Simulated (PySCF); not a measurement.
Structure from NMR data

The spectra below were simulated for a compound C5H12FPSi.

¹H NMR (600 MHz, computed): δ 4.90 (m, 1H), 1.70 (m, 2H), 1.20 (m, 2H), 0.96 (m, 2H), 0.95 (m, 2H), 0.87 (m, 3H).

¹³C{¹H} NMR (computed): δ 30.3 (CH2), 16.6 (CH3), 12.9 (CH2).

Method: structure optimised with PBE0-D3(BJ)/def2-SVP, B3LYP/pcSseg-1 with gauge-including orbitals, in PySCF 2.14 (in vacuum, equivalent nuclei averaged, relativity neglected, one conformer).

References, each an isolated molecule treated in the same way: TMS for ¹H (σref 31.38) and ¹³C (σref 179.24).

**Question.** Deduce the structure.

**Answer.** 
- 3 carbon signals for 5 carbons: some carbons are equivalent by symmetry or fast rotation.
- Carbon types of the structure: 4 × CH2, 1 × CH3, leaving 1 H on heteroatoms.
- δC 30.3: sp3 CH2 bonded to P.
- δC 16.6: methyl carbon bonded to P.
- δC 12.9: sp3 CH2 bonded to Si.
- δH 4.90: hydrogen on a silicon bonded to 2 C, F, in a 6-membered ring.
- δH 1.70, 0.96: hydrogen on an sp3 CH2 bonded to P.
- δH 1.20, 0.95: hydrogen on an sp3 CH2 bonded to Si.
- δH 0.87: hydrogen on a methyl carbon bonded to P.

The compound is `CP1CC[SiH](F)CC1`.

This is the structure that produced the data.

Splittings by ¹⁹F and ³¹P in the carbon and heteronuclear signals aren't shown, as no couplings were computed. Shifts are as computed. Against solution values, carbons near 30 ppm lie about +2 ppm off and those near 130 ppm about +6 ppm. Of 1211 compounds with measured shifts, 218 miss one by over three times the rms of a fit or turn the order of signals round; such compounds aren't used in these exercises. No couplings were computed; multiplicities are counted from neighbouring protons, with m where these are inequivalent, close in shift, in a saturated or five-membered ring or joined by F or P, and br s for small geminal =CH2 splittings.
